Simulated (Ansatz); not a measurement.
A structure relaxed at PBE0-D4/def2-TZVP, charge 0, multiplicity 1:

```
atom    x (Å)    y (Å)    z (Å)
  C1   0.7022  -0.1599  -2.4510
 Al2  -0.1758  -0.6971  -0.8133
 Cl3  -1.3255  -2.4803  -0.7595
  O4   0.9681  -0.7759   0.6192
  C5   0.7626  -0.2413   1.7493
  C6  -0.2854   0.6153   2.0616
  C7  -1.2095   1.0104   1.1026
  O8  -1.2346   0.6225  -0.1032
  H9  -0.0216  -0.0123  -3.2577
 H10   1.2584   0.7745  -2.3315
 H11   1.4083  -0.9233  -2.7901
 H12   1.4960  -0.4782   2.5260
 H13  -0.3601   1.0147   3.0627
 H14  -1.9832   1.7308   1.3849
```

**Question.** Give its formula and SMILES.

**Answer.** C4H6AlClO2, `[CH3][Al-]1([Cl])[O]C=CC=[O+]1`.

**Question.** Point group (tolerance 0.08 Å, 0.16 Å for H)?

**Answer.** Cs.

**Question.** Summarise the bond lengths by kind.

**Answer.** 1 × Al–C 1.934 Å; 6 × C–H 1.080 to 1.094 Å; 1 × Al–Cl 2.122 Å; 2 × Al–O 1.835 Å; 2 × C–O 1.267 Å; 2 × C–C 1.389 Å.

Results of the Gaussian-basis code of Ansatz.
